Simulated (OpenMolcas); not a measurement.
## S II: effect of the active space

| Quantity | Value |
| --- | --- |
| Program | OpenMolcas |
| Method | SS-CASPT2 or its RAS form, IPEA 0.25 Eh, imaginary shift 0.1 Eh |
| Basis | ANO-RCC-VQZP |
| Scalar Hamiltonian | DKH2, point nucleus |
| Spin-orbit coupling | state interaction with AMFI integrals over the reference wave functions, term energies averaged over their components |

A. 3 electrons in 3 orbitals (3p); 2S+1 = 4 odd, 1 root; 2S+1 = 2 odd, 8 roots; closed shells correlated: 2s 2p 3s; CASPT2 step roughly 1.2 core-seconds
B. 5 electrons in 4 orbitals (3s 3p); 2S+1 = 4 odd, 1 root; 2S+1 = 2 odd, 8 roots; 2S+1 = 4 even, 3 roots; 2S+1 = 2 even, 9 roots; closed shells correlated: 2s 2p; CASPT2 step about 3 core-seconds
C. 5 electrons in 8 orbitals (3s 3p 4s 4p); 2S+1 = 4 odd, 1 root; 2S+1 = 2 odd, 8 roots; 2S+1 = 4 even, 3 roots; 2S+1 = 2 even, 6 roots; closed shells correlated: 2s 2p; CASPT2 step of the order of 11 core-seconds
D. 5 electrons in 9 orbitals (RAS2 3s 3p; RAS3 3d, at most 2 electrons); 2S+1 = 4 odd, 1 root; 2S+1 = 2 odd, 8 roots; 2S+1 = 4 even, 3 roots; 2S+1 = 2 even, 8 roots; closed shells correlated: 2s 2p; CASPT2 step of the order of 17 core-seconds

Energies in eV above 3s2 3p3 4S* 3/2, the measured ground level; measured values from NIST Handbook of Basic Atomic Spectroscopic Data.

```csv
Level,A,B,C,D,Measured
3s2 3p3 4S* 3/2,0.0000,0.0000,0.0000,0.0000,0.0000
3s2 3p3 2D* 3/2,1.863,1.878,1.919,1.860,1.8415
3s2 3p3 2D* 5/2,1.866,1.881,1.924,1.863,1.8455
3s2 3p3 2P* 1/2,3.183,3.036,3.094,3.101,3.0407
3s2 3p3 2P* 3/2,3.186,3.038,3.097,3.103,3.0465
```

Deviations, from unrounded energies. A percentage is the sum of absolute deviations over the sum of measured energies, with the sign that they share, or ± where signs differ.

```tsv
Against measurement	Levels	A	B	C	D
mean absolute deviation (cm-1)	4	650	170	520	310
other terms of the ground configuration (%)	4	+3.3	±0.9	+2.7	+1.6
```

B lies closest to measurement on these levels and A furthest from it. The largest miss of B in the table is 3s2 3p3 2D* 3/2, by +290 cm-1. The ranking rests on the paired levels alone, and a cruder setting can come out closer through cancelling errors.

Among A to D the level of the table that moves most is 3s2 3p3 2P* 3/2, by 1200 cm-1 (lowest in B, highest in A). Moves below CASPT2's spread within the term are not significant.

CASPT2 does not keep the components of a term degenerate, so their means are used; among the terms shown or strongly mixed into the levels shown the widest spread is 240 cm-1 (3s2 3p3 2D*, A). Over all roots computed the reference weight is 0.87 to 0.96 in B, 0.83 to 0.96 in C; the roots of lowest weight are the least certain, and an intruder state may touch them. With the s shell closed, the reference lacks s² → p² mixing (holds for A). Active for correlation alone: 4p 4s; no level in the range computed is led by a configuration that fills them, so any true level of that kind is missing (holds for C). The run also gave levels led by 3s2 3p2 3d, which use shells meant for correlation; these and all levels above them are left out (holds for D). Measured partners are found by configuration, term and J. A level has none where our copy of the source lacks it or the pairing is in doubt (some pairs that miss far off the trend of their configuration count as doubtful), and it then counts in no deviation. Levels of configurations outside the active space are missing. Levels that lie high or do not pair safely by name in every column are left out.

* marks odd parity.
